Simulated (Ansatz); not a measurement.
Basis-set extrapolation for `BC(F)CCl` (PBE0-D4/def2-TZVP geometry, frozen core, Ansatz). Multiplicity 1, RHF reference.

```json
{"": "HF", "def2-TZVPP": "-662.333667", "def2-QZVPP": "-662.355577"}
{"": "MP2 correlation", "def2-TZVPP": "-0.874853", "def2-QZVPP": "-0.947273"}
{"": "CCSD(T) correlation", "def2-TZVPP": "-0.957763", "def2-QZVPP": "not run"}
```

Energies in hartree. Use E(X) = E(∞) + A·exp(−7.88·√X) for Hartree–Fock and E(X) = E(∞) + B·X^(−2.97) for correlation, with X = 3 and 4, and add CCSD(T) minus MP2 of the smaller set to the MP2 limit.

Q: What is the CCSD(T) energy at the basis-set limit?

A: HF limit: -662.355577 + (-0.021910) × 0.13774 = -662.35859. MP2 limit: -0.947273 + (-0.072420) × 0.74074 = -1.00092. Higher-order term: -0.957763 − (-0.874853) = -0.08291. Total: -663.44242 hartree, 4.11 eV below CCSD(T)/def2-TZVPP.
